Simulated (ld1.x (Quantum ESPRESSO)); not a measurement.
**Scattering properties, TM semilocal potential for strontium**

```
Element                 : Sr (Z = 38)
Generator               : ld1.x (Quantum ESPRESSO) 7.5
Type                    : norm-conserving Troullier–Martins (semilocal form)
Functional              : PBE
Relativity              : scalar-relativistic
Frozen core             : [Ar] 3d10 4s2
Valence charge          : 8
Reference configuration : 4p6 4d0 5s2 5p0
Partial waves           : 5s (bound): rc 2.85 bohr; 4p (bound): rc 2.55 bohr; 4d (bound, empty): rc 3.45 bohr
Local potential         : the d channel
Core correction         : none
```

The phase is arctan(r·u′/u) with u = r·R(r), unwrapped; energies in Ry, scanned from -4 to 5 Ry. A pole is an energy at which the radial function vanishes at the test radius. The pseudo phase is shifted by a multiple of π to meet the all-electron one at the reference energy, and phase errors are pseudo minus all-electron; the curves can meet again beyond the range given. Levels narrower than the energy grid can be missing from the lists of poles. n/a: not evaluated, since a narrow level or a reset projector energy made the automatic matching unsafe.

| channel | radius (bohr) | reference energy (Ry) | poles, all-electron | poles, pseudo | unbroken range about the reference energy with phases within 0.05 rad | phase error 1 Ry above the reference energy (rad) |
| --- | --- | --- | --- | --- | --- | --- |
| s | 3.74 | -0.26 | 0.87 | 0.67, 2.26 | n/a | n/a |
| p | 3.74 | -1.68 | -1.65, 1.59 | -1.65, 1.46 | below 0.0 | -0.003 |
| d | 3.74 | -0.09 | 0.23, 3.02 | 0.24, 3.35 | below 0.9 | +0.058 |

Phases in the s channel:

```csv
E (Ry),all-electron,pseudo
-4.00,1.425,-1.715
-3.76,1.420,-1.721
-3.52,1.413,-1.727
-3.28,1.403,-1.733
-3.04,1.340,-1.741
-2.80,-1.740,-1.750
-2.56,-1.755,-1.761
-2.32,-1.769,-1.773
-2.08,-1.784,-1.789
-1.84,-1.804,-1.808
-1.60,-1.829,-1.833
-1.36,-1.863,-1.868
-1.12,-1.914,-1.919
-0.88,-1.997,-2.003
-0.64,-2.161,-2.167
-0.40,-2.589,-2.592
-0.16,-3.635,-3.638
0.08,-4.288,-4.303
0.32,-4.518,-4.542
0.56,-4.628,-4.667
0.80,-4.696,-4.763
1.04,-4.747,-4.884
1.28,-4.791,-5.268
1.52,-4.835,-7.325
1.76,-4.885,-7.694
2.00,-4.953,-7.795
2.24,-5.061,-7.849
2.48,-5.283,-7.891
2.72,-5.896,-7.928
2.96,-6.944,-7.968
3.20,-7.402,-8.017
3.44,-7.577,-8.091
3.68,-7.666,-8.227
3.92,-7.721,-8.592
4.16,-7.759,-9.762
4.40,-7.787,-10.509
4.64,-7.810,-10.728
4.88,-7.829,-10.824
```
